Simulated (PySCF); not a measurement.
Computed with PBE-D3(BJ)/def2-TZVP // PBE-D3(BJ)/def2-SVP run with PySCF 2.14.0. All species are isolated molecules in the gas phase. One relaxed conformer stands for a flexible species; it need not be the lowest. Excitations are Tamm–Dancoff values on a coarser integration grid. The basis has no diffuse functions, so Rydberg states are missing or too high.

Reference species (SMILES): `O=C[C@@H]1CCC[C@@H]([SiH3])C1` (O–C–C–C torsion 132°) (neutral, multiplicity 1).

```
Property                Value
-------------------  --------
S1–T1 gap (TDA)       0.60 eV
LUMO                 -2.06 eV
T1 excitation (TDA)   3.44 eV
HOMO–LUMO gap         3.80 eV
```

Changed species: `[C@@H]1([C@@H]([SiH3])CCCC1)C=O` (O–C–C–C torsion 145°).

Question: What does the change do to the S1–T1 gap (TDA), LUMO, T1 excitation (TDA) and HOMO–LUMO gap?

Answer: the S1–T1 gap (TDA) falls by 0.03 eV, to 0.57 eV; the LUMO decreases by 0.15 eV, to -2.21 eV; the T1 excitation (TDA) is nearly the same; the HOMO–LUMO gap hardly moves.
